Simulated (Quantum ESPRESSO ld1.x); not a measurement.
Task: These are the eigenvalues of the occupied orbitals of an atom or ion with whole-number occupations (hartree). All-electron calculation, scalar-relativistic Kohn-Sham, BLYP, spin-unpolarised, spherical densities, point nucleus. Program: ld1.x of Quantum ESPRESSO 7.5.

orbital  eigenvalue
1s         -976.297
2s         -146.074
2p         -131.219
3s         -28.2910
3p         -23.4192
3d         -15.7921
4s         -5.19237
4p         -3.75232
4d         -1.67925

Which element is it, and in what charge state? The configuration may be excited.

Result: Z = 48, cadmium, charge +3: Cd3+ in [Kr] 4d9. The list shows which subshells hold electrons but not how many an open one holds; the 1s level, -976.3 hartree, gives Z - s = 44.2 by -(Z - s)^2/2, which with screening and relativity narrows Z to a few neighbours, and the depths of the outer levels then fix element, charge and occupations together.
